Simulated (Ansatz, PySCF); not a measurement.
This PySCF input computes a SVWN5/def2-TZVPD energy:

```python
from pyscf import gto, scf, dft

mol = gto.M(
    atom='''
    K    -0.00000000   -0.00000000   -0.89756538
    O     0.00000000    0.00000000    1.78623276
    H     0.00000000    0.00000000    2.76388022
    ''',
    basis='def2-tzvpd',
    charge=1,
    spin=1,
    symmetry='C2v',
    verbose=4,
)

mf = dft.UKS(mol, xc='svwn').density_fit(auxbasis='def2-universal-jkfit')
mf.grids.level = 3
mf.conv_tol = 1e-9
mf.max_cycle = 100
mf.max_memory = 1500
mf.kernel()
if not mf.converged:
    mf = mf.newton()
    mf.kernel(mf.make_rdm1())
mf.analyze()
```

Question: Write an input for the same energy in Ansatz (a quantum-chemistry and plane-wave program) and say what it gives.

Answer: 
Ansatz 0.2 input:
```yaml
crystal:
  periodic: [false, false, false]
  atoms:
    - {symbol: K, position_ang: [-0.00000000, -0.00000000, -0.89756538]}
    - {symbol: O, position_ang: [0.00000000, 0.00000000, 1.78623276]}
    - {symbol: H, position_ang: [0.00000000, 0.00000000, 2.76388022]}
basis:
  gaussian:
    orbitals: def2-TZVPD
hamiltonian:
  xc: {name: SVWN5}
total_charge: 1
magnetization: {spin_polarized: true, initial_magnetization: 1}
output: {forces: true}
```
It gives -673.23670 Eh, and PySCF -673.23675 Eh, a difference of 0.05 mEh, from the treatment of integrals and grids.
